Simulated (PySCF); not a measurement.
C3H2N (SMILES C=[C]C#N), doublet (typed; the unrestricted solution is spin-contaminated), at a GFN2-xTB geometry; HF/6-31G** run with PySCF.

PySCF was given this input:
```python
from pyscf import gto, scf

mol = gto.M(
    atom='''
C    -0.15895887   -1.79696753    0.01837023
C    -0.04522191   -0.51121592    0.00522611
C     0.07111146    0.80388707   -0.00821806
H    -1.12145639   -2.29501249    0.00644536
H     0.70119490   -2.45587860    0.04212256
N     0.17409677    1.96809562   -0.02011966
''',
    basis='6-31g**',
    spin=1,
    verbose=4,
)

mf = scf.UHF(mol)
mf.kernel()
mo_i, mo_e, stable_i, stable_e = mf.stability(internal=True, external=True, return_status=True, nroots=6, tol=1e-6)
print('internally stable:', stable_i, ' externally stable:', stable_e)
if not stable_i:
    umf = mf.copy()
    umf.scf_summary = {}
    umf.kernel(umf.make_rdm1(mo_i, mf.mo_occ))
```

**Question.** What does PySCF print? Leave out banner, timings and long lists.

**Answer.** 
```
PySCF version 2.14.0

[INPUT] verbose = 4
[INPUT] num. atoms = 6
[INPUT] num. electrons = 27
[INPUT] charge = 0
[INPUT] spin (= nelec alpha-beta = 2S) = 1
[INPUT] symmetry False subgroup None
[INPUT] Mole.unit = angstrom
[INPUT] Symbol           X                Y                Z      unit          X                Y                Z       unit  Magmom
[INPUT]  1 C     -0.158958870000  -1.796967530000   0.018370230000 AA   -0.300388729370  -3.395776486436   0.034714703545 Bohr   0.0
[INPUT]  2 C     -0.045221910000  -0.511215920000   0.005226110000 AA   -0.085457024730  -0.966058079318   0.009875916597 Bohr   0.0
[INPUT]  3 C      0.071111460000   0.803887070000  -0.008218060000 AA    0.134381183718   1.519126397379  -0.015529882675 Bohr   0.0
[INPUT]  4 H     -1.121456390000  -2.295012490000   0.006445360000 AA   -2.119245437743  -4.336945058556   0.012179965174 Bohr   0.0
[INPUT]  5 H      0.701194900000  -2.455878600000   0.042122560000 AA    1.325066320942  -4.640937949180   0.079600102066 Bohr   0.0
[INPUT]  6 N      0.174096770000   1.968095620000  -0.020119660000 AA    0.328995214471   3.719161708756  -0.038020647119 Bohr   0.0

nuclear repulsion = 83.0784260858971
number of shells = 30
number of NR pGTOs = 122
number of NR cGTOs = 66
basis = 6-31g**
ecp = {}

******** <class 'pyscf.scf.uhf.UHF'> ********
method = UHF
initial guess = minao
damping factor = 0
level_shift factor = 0
DIIS = <class 'pyscf.scf.diis.CDIIS'>
diis_start_cycle = 1
diis_space = 8
diis_damp = 0
SCF conv_tol = 1e-09
SCF conv_tol_grad = None
SCF max_cycles = 50
direct_scf = True
direct_scf_tol = 1e-13
number electrons alpha = 14  beta = 13
Set gradient conv threshold to 3.16228e-05
init E= -169.881768231751

cycle= 1 E= -169.011305123698  delta_E= 0.87  |g|= 0.369  |ddm|= 2.06
cycle= 2 E= -169.068774712116  delta_E= -0.0575  |g|= 0.312  |ddm|= 0.802
cycle= 3 E= -169.114520282879  delta_E= -0.0457  |g|= 0.0679  |ddm|= 0.462
cycle= 4 E= -169.120801814546  delta_E= -0.00628  |g|= 0.0344  |ddm|= 0.125
cycle= 5 E= -169.123095155336  delta_E= -0.00229  |g|= 0.0249  |ddm|= 0.0622
cycle= 6 E= -169.125080608645  delta_E= -0.00199  |g|= 0.0207  |ddm|= 0.0569
cycle= 7 E= -169.127087402317  delta_E= -0.00201  |g|= 0.0187  |ddm|= 0.0611
cycle= 8 E= -169.129053255705  delta_E= -0.00197  |g|= 0.0181  |ddm|= 0.0615
cycle= 9 E= -169.131474751881  delta_E= -0.00242  |g|= 0.017  |ddm|= 0.0794
cycle= 10 E= -169.136158222494  delta_E= -0.00468  |g|= 0.00638  |ddm|= 0.235
cycle= 11 E= -169.135723098892  delta_E= 0.000435  |g|= 0.00817  |ddm|= 0.0516
cycle= 12 E= -169.136295553137  delta_E= -0.000572  |g|= 0.00275  |ddm|= 0.104
cycle= 13 E= -169.136331258528  delta_E= -3.57e-05  |g|= 0.000688  |ddm|= 0.0219
cycle= 14 E= -169.136333183768  delta_E= -1.93e-06  |g|= 0.000335  |ddm|= 0.00328
cycle= 15 E= -169.13633282479  delta_E= 3.59e-07  |g|= 0.000344  |ddm|= 0.00333
cycle= 16 E= -169.136333600804  delta_E= -7.76e-07  |g|= 9.71e-05  |ddm|= 0.00257
cycle= 17 E= -169.136333625799  delta_E= -2.5e-08  |g|= 4.48e-05  |ddm|= 0.000291
cycle= 18 E= -169.136333632832  delta_E= -7.03e-09  |g|= 2.07e-05  |ddm|= 0.000183
cycle= 19 E= -169.136333633172  delta_E= -3.41e-10  |g|= 1.25e-05  |ddm|= 0.000152
Extra cycle  E= -169.136333633503  delta_E= -3.3e-10  |g|= 9.64e-06  |ddm|= 1.89e-05
converged SCF energy = -169.136333633503  <S^2> = 1.3692841  2S+1 = 2.5450219
uhf_internal: lowest eigs of H = [0.21043384 0.29041561 0.3243437  0.33006528 0.35944765 0.41539709]
<class 'pyscf.scf.uhf.UHF'> wavefunction is stable in the internal stability analysis
uhf_real2complex: lowest eigs of H = [0.16180979 0.18510803 0.23080084 0.24619777 0.26699819 0.27127612]
<class 'pyscf.scf.uhf.UHF'> wavefunction is stable in the real -> complex stability analysis
uhf_external: lowest eigs of H = [-5.97108184e-06  5.02724625e-02  9.10398623e-02  1.01524579e-01
  1.41451826e-01  1.60372331e-01]
<class 'pyscf.scf.uhf.UHF'> wavefunction is stable in the UHF/UKS -> GHF/GKS stability analysis
internally stable: True  externally stable: True
```
